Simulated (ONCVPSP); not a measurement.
cerium: one change to an ONCV potential, before and after

cerium (Ce), optimised norm-conserving Vanderbilt (ONCV), made with ONCVPSP 4.0.1 (PBEsol, fully relativistic). Core [Kr] 4d10, reference 4f1 5s2 5p6 5d1 6s2. Waves: 5s+6s: rc 2.00 bohr, ncon 3, nbas 7, qcut 5.4 1/bohr, 3 projectors, debl 1 Ha; 5p: rc 2.90 bohr, ncon 4, nbas 7, qcut 4.5 1/bohr, 2 projectors, debl 2.1 Ha; 5d: rc 2.55 bohr, ncon 4, nbas 7, qcut 3.8 1/bohr, 1 projector; 4f: rc 1.75 bohr, ncon 5, nbas 9, qcut 11.6 1/bohr, 2 projectors, debl 3.8 Ha. Local part: polynomial inside 1.20 bohr (lpopt 5, dvloc0 0 Ha). Core correction: Teter function fitted to the true core (icmod 2), fcfact 0.35.

Open shells are filled in proportion to 2j + 1.

All-electron outer shells of the reference configuration (PBEsol, scalar-relativistic, ld1.x):

```tsv
shell	level (eV)	outermost node (bohr)	outermost maximum (bohr)
4d	-110.40	0.31	0.66
5s	-40.61	0.75	1.37
5p	-23.22	0.81	1.55
4f	-5.42	–	0.71
6s	-3.77	1.82	3.72
5d	-3.07	0.92	2.18
```

Change: s: qcut 4.6; p: qcut 3.8; d: qcut 3.2; f: qcut 9.8.

Cutoffs: the cutoffs (Ha) at which the residual kinetic energy of the hardest occupied pseudo-wave falls to 1 and 0.1 mHa per electron; they do not see the model core or the augmentation charge, which bear on the density cutoff. Errors are all-electron minus pseudo energies relative to the spin-unpolarised reference configuration.

**Question.** What does the change do?

**Answer.** The potential gets softer (52 Ha and 57 Ha → 43 Ha and 49 Ha); both files keep a bound ghost (s); of the 4 tests that both files solve, the error grows in 2 and shrinks in 0 by more than 15 % and 0.3 meV (median size 2.2 → 3.3 meV).

```tsv
quantity	base	changed
cutoff, loose	52 Ha	43 Ha
cutoff, tight	57 Ha	49 Ha
loose cutoff by channel	s 11 Ha, p 6.0 Ha, d 6.2 Ha, f 52 Ha	s 9.1 Ha, p 5.5 Ha, d 6.8 Ha, f 43 Ha
bound ghosts	s	s
GHOST(+) flags under 300 eV	p3/2 at 49.7 eV, p1/2 at 58.3 eV, p1/2 at 62.9 eV	p3/2 at 50.6 eV, p1/2 at 65.7 eV
error for 4f1 5s2 5p6 5d1 6s1, meV [ΔE 6.10 eV]	0.0	-0.2
error for 4f1 5s2 5p6 5d1 6s0, meV [ΔE 17.14 eV]	0.0	-1.3
error for 4f1 5s2 5p6 5d0 6s0, meV [ΔE 36.27 eV]	+4.4	+5.3
error for 4f1 5s2 5p6 5d1 6s0 6p2, meV [ΔE 5.03 eV]	+9.9	+8.6
s: phases at 2.03 bohr within 0.05 rad from the reference energy up to (Ha; the scan ends near 5)	to the end of the scan	to the end of the scan
p3/2: phases at 2.95 bohr within 0.05 rad from the reference energy up to (Ha; the scan ends near 5)	1.8	1.8
p1/2: phases at 2.95 bohr within 0.05 rad from the reference energy up to (Ha; the scan ends near 5)	2.1	2.3
d5/2: phases at 2.58 bohr within 0.05 rad from the reference energy up to (Ha; the scan ends near 5)	1.0	1.1
d3/2: phases at 2.58 bohr within 0.05 rad from the reference energy up to (Ha; the scan ends near 5)	1.1	1.1
f7/2: phases at 1.77 bohr within 0.05 rad from the reference energy up to (Ha; the scan ends near 5)	to the end of the scan	to the end of the scan
f5/2: phases at 1.77 bohr within 0.05 rad from the reference energy up to (Ha; the scan ends near 5)	to the end of the scan	to the end of the scan
rms error of d²Exc/dni dnj with the model core, mHa	4.29	4.40
```

Base: These tests converged, but a pseudo level misses the all-electron one widely, so the file describes the atom poorly there or has found another state: 4f1 5s2 5p6 5d1 6s0 6p2: empty 6s by 8.7 eV. Changed file: These tests converged, but a pseudo level misses the all-electron one widely, so the file describes the atom poorly there or has found another state: 4f1 5s2 5p6 5d1 6s0 6p2: empty 6s by 8.7 eV. A true bound ghost makes a file unfit for plane-wave use even where its test errors are small: the radial tests pick states by their node count and pass the ghost by.
